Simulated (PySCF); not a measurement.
## Broadened absorption spectrum of 3,5-dichloro-1,2,4-thiadiazole

3,5-dichloro-1,2,4-thiadiazole, C2Cl2N2S.
Bonds: Cl1–C2, C2–N3 (aromatic), N3–S4 (aromatic), S4–C5 (aromatic), C5–Cl6, C5–N7 (aromatic), C2–N7 (aromatic).

Method used: TDDFT CAM-B3LYP/def2-SVPD, vertical, gas phase, core orbitals frozen in the response in PySCF. Isolated species at its PBE0-D3(BJ)/def2-SVP geometry, gas phase.

Computed states:

| state | E (eV) | f |
| --- | --- | --- |
| S1 | 5.40 | 0.101 |
| S2 | 5.46 | 0.0011 |
| S3 | 5.70 | 0.0001 |
| S4 | 6.21 | 0.0015 |
| S5 | 6.42 | 0.097 |
| S6 | 6.98 | 0.0011 |

Each state is given a Gaussian of 0.25 eV full width at half maximum, with ε(max) = 2.175×10⁸ f / Δν̃ (Δν̃ the width in cm⁻¹). The width is an assumption, not a result. The curve ends short of the highest state used, and states not computed would add to its high-energy end.

(1) What does the envelope look like, and where are its maxima?

(2) Does any computed singlet lie in the visible range?

(3) On this curve, what absorbance would a 10⁻⁵ mol/L sample give at 222 nm over a 1 cm path?

(4) Coming from long wavelengths, where does ε first pass 100 L mol⁻¹ cm⁻¹?

## Answers

(1) 
```json
{"λ (nm)": "194.3", "ε (L mol⁻¹ cm⁻¹)": "9708"}
{"λ (nm)": "196.1", "ε (L mol⁻¹ cm⁻¹)": "6784"}
{"λ (nm)": "197.9", "ε (L mol⁻¹ cm⁻¹)": "3613"}
{"λ (nm)": "199.7", "ε (L mol⁻¹ cm⁻¹)": "1535"}
{"λ (nm)": "201.5", "ε (L mol⁻¹ cm⁻¹)": "565"}
{"λ (nm)": "203.3", "ε (L mol⁻¹ cm⁻¹)": "200"}
{"λ (nm)": "205.2", "ε (L mol⁻¹ cm⁻¹)": "68"}
{"λ (nm)": "207.0", "ε (L mol⁻¹ cm⁻¹)": "24"}
{"λ (nm)": "208.8", "ε (L mol⁻¹ cm⁻¹)": "9"}
{"λ (nm)": "210.6", "ε (L mol⁻¹ cm⁻¹)": "6"}
{"λ (nm)": "212.4", "ε (L mol⁻¹ cm⁻¹)": "10"}
{"λ (nm)": "214.2", "ε (L mol⁻¹ cm⁻¹)": "25"}
{"λ (nm)": "216.0", "ε (L mol⁻¹ cm⁻¹)": "81"}
{"λ (nm)": "217.8", "ε (L mol⁻¹ cm⁻¹)": "264"}
{"λ (nm)": "219.6", "ε (L mol⁻¹ cm⁻¹)": "767"}
{"λ (nm)": "221.4", "ε (L mol⁻¹ cm⁻¹)": "1870"}
{"λ (nm)": "223.3", "ε (L mol⁻¹ cm⁻¹)": "3915"}
{"λ (nm)": "225.1", "ε (L mol⁻¹ cm⁻¹)": "6525"}
{"λ (nm)": "226.9", "ε (L mol⁻¹ cm⁻¹)": "9108"}
{"λ (nm)": "228.7", "ε (L mol⁻¹ cm⁻¹)": "10727"}
{"λ (nm)": "230.5", "ε (L mol⁻¹ cm⁻¹)": "10742"}
{"λ (nm)": "232.3", "ε (L mol⁻¹ cm⁻¹)": "9212"}
{"λ (nm)": "234.1", "ε (L mol⁻¹ cm⁻¹)": "6814"}
{"λ (nm)": "235.9", "ε (L mol⁻¹ cm⁻¹)": "4376"}
{"λ (nm)": "237.7", "ε (L mol⁻¹ cm⁻¹)": "2457"}
{"λ (nm)": "239.5", "ε (L mol⁻¹ cm⁻¹)": "1213"}
{"λ (nm)": "241.3", "ε (L mol⁻¹ cm⁻¹)": "529"}
{"λ (nm)": "243.2", "ε (L mol⁻¹ cm⁻¹)": "194"}
{"λ (nm)": "245.0", "ε (L mol⁻¹ cm⁻¹)": "67"}
{"λ (nm)": "246.8", "ε (L mol⁻¹ cm⁻¹)": "21"}
```

Maxima: 230 nm (5.40 eV), ε about 11000, made up of S1 (99%) (ε in L mol⁻¹ cm⁻¹; maxima over ε = 5, shares over 10%). At its high-energy end, 6.38 eV, the curve is still rising (ε about 9700, from S5).

(2) No computed singlet lies in the visible range (380 to 750 nm); the lowest, at 230 nm, stands 2.14 eV above its violet end (3.26 eV).

(3) 222 nm is 5.585 eV, where ε is about 2400 L mol⁻¹ cm⁻¹, so A = ε c l ≈ 0.024 (Beer–Lambert, with the gas-phase spectrum and the assumed width).

(4) At about 244 nm (5.07 eV), 0.32 eV below S1.

The run took about 50 s of CPU time (one thread, shared machine).
